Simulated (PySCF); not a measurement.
**Static response to an electric field**

Species: C5H3ClO2.
Geometry (PBE0-D3(BJ)/def2-SVP, Å), atoms numbered from 1 in this order:
```
atom  x, y, z in Å
O1     3.1176    0.7850    0.5512
C2     2.4109    0.9275   -0.3957
Cl3    3.0416    1.4762   -1.9619
C4     0.9767    0.6781   -0.4025
C5     0.1721    0.2474    0.6249
C6    -1.1378    0.1643    0.0862
C7    -1.0238    0.5505   -1.2235
O8     0.2424    0.8602   -1.5215
H9     0.5059    0.0246    1.6353
H10   -2.0487   -0.1412    0.5955
H11   -1.7440    0.6469   -2.0322
```

Level: wB97X-D/def2-SVPD (PySCF), static field, nuclei fixed, core orbitals frozen in the response. The polarisability tensor in these axes (au):

```
x   105.77  11.05  -3.01
y    11.05  52.81  -9.77
z    -3.01  -9.77  81.14
```

What are the eigenvalues, a third of the trace, and Δα (Δα² = ½Σ(αi − αj)² over the three pairs)?

Principal values 48.13, 82.72 and 108.88 au; mean 79.91 au = 11.84 Å³ = 13.17 × 10⁻⁴⁰ C²·m²/J; Δα = 52.78 au (66 % of the mean).

What is the dipole moment, and where does it point?

(-4.22, -0.76, 0.05) D, 4.29 D in size, pointing from the negative to the positive side. Measured along this direction, the outermost atoms are Cl3 and O1 at the negative end and H10 at the positive end.

What depolarisation ratio follows for Rayleigh scattering of linearly polarised light, taking the static tensor?

ρ = 3Δα²/(45ᾱ² + 4Δα²) = 8358.1/(287333 + 11144.2) = 0.028.

Give the principal axes and the span of the nuclei along them.

Largest value along (0.96, 0.22, -0.18), where the nuclei span 5.70 Å; middle along (0.23, -0.22, 0.95), 4.13 Å; least along (-0.17, 0.95, 0.27), 0.01 Å. The response follows the extents in order.

Molar refractivity from α?

Lorentz–Lorenz: R = (4π/3)N_A α = 2.5225 cm³/(mol·Å³) × 11.84 Å³ = 29.9 cm³/mol, in the limit of long wavelengths.

One conformer (not necessarily the lowest) at the PBE0-D3(BJ)/def2-SVP geometry, without solvent, vibrations or thermal averaging.

The run behind these numbers computed excited states and ΔSCF ions as well. On an Arm Neoverse V2 with one thread, shared host with 96 logical CPUs at a one-minute load of 53, this took 2.3 min of wall time (with the writing of density and orbital grids) and 1.1 GiB of memory at its peak.
